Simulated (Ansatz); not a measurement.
Total energies of the cluster B5⁺ from Ansatz at r2SCAN-D4/def2-TZVP, gas phase (1 Eh = 27.2114 eV = 2625.5 kJ/mol). The reference geometry is relaxed at B3LYP-D4/def2-SVP.

Cartesian coordinates in Å:
```
B 0.304 -1.070 0.576
B -0.957 0.634 -0.439
B 0.508 1.169 -0.524
B 1.334 0.025 0.155
B -1.189 -0.759 0.232
```

```json
{"state": "charge 1 singlet", "geometry": "reference", "energy (Eh)": "-123.61092"}
{"state": "charge 0 doublet", "geometry": "reference", "energy (Eh)": "-123.87461"}
{"state": "charge 1 triplet", "geometry": "relaxed at B3LYP-D4/def2-SVP", "energy (Eh)": "-123.58371"}
{"state": "charge 1 quintet", "geometry": "relaxed at B3LYP-D4/def2-SVP", "energy (Eh)": "-123.48194"}
```

**Question.** Work out the vertical electron affinity, to the doublet.

**Answer.** E(charge 1 singlet) − E(charge 0 doublet) = -123.61092 − (-123.87461) = 0.26369 Eh = 7.18 eV.

**Question.** Which of the charge 1 states is lowest, and how far above it are the others?

**Answer.** The singlet. triplet: -123.58371 − (-123.61092) = 0.02721 Eh = 71.4 kJ/mol; quintet: -123.48194 − (-123.61092) = 0.12898 Eh = 338.6 kJ/mol. The triplet differs in its bonds from the reference.

At r2SCAN-D4/def2-TZVP the charge 0 doublet is spin-contaminated (final ⟨S²⟩ up to 0.90, 0.75 for a pure state). 

The structure comes from a short search, and lower isomers may exist.
